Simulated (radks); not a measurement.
The nuclear charge of the argon ion Ar2+ is varied continuously with 16 electrons held in [Ne] 3s2 3p4. All-electron calculation, scalar-relativistic Kohn-Sham, SCAN, spin-polarised, spherical densities, finite nucleus; open shells are filled with parallel spins first; meta-GGA in the generalised Kohn-Sham scheme; Fermi nuclear charge, rms radius 3.4274 fm. Program: a radial shooting solver on a logarithmic mesh with Libxc functionals. By the Hellmann-Feynman theorem dE/dZ = E(electron-nucleus)/Z, the electronic potential at the nucleus (averaged over a nucleus of fixed radius). The scalar-relativistic energy here is not variational (the density holds large components alone), so the two differ by a part that grows with Z.

Z     E (hartree)  E(electron-nucleus)/Z (hartree)  HOMO  e(HOMO) (eV)  <r> HOMO (bohr)
17.5   -493.92832                         -66.6655    3p       -25.579            1.593
18     -527.87040                         -69.0530    3p       -33.912            1.481
18.5   -563.00689                         -71.4406    3p       -43.084            1.386
19     -599.33895                         -73.8287    3p       -53.081            1.304

The central difference of E at Z = 18 is -69.079 hartree, to compare with the third column; the second derivative is -4.78 hartree.
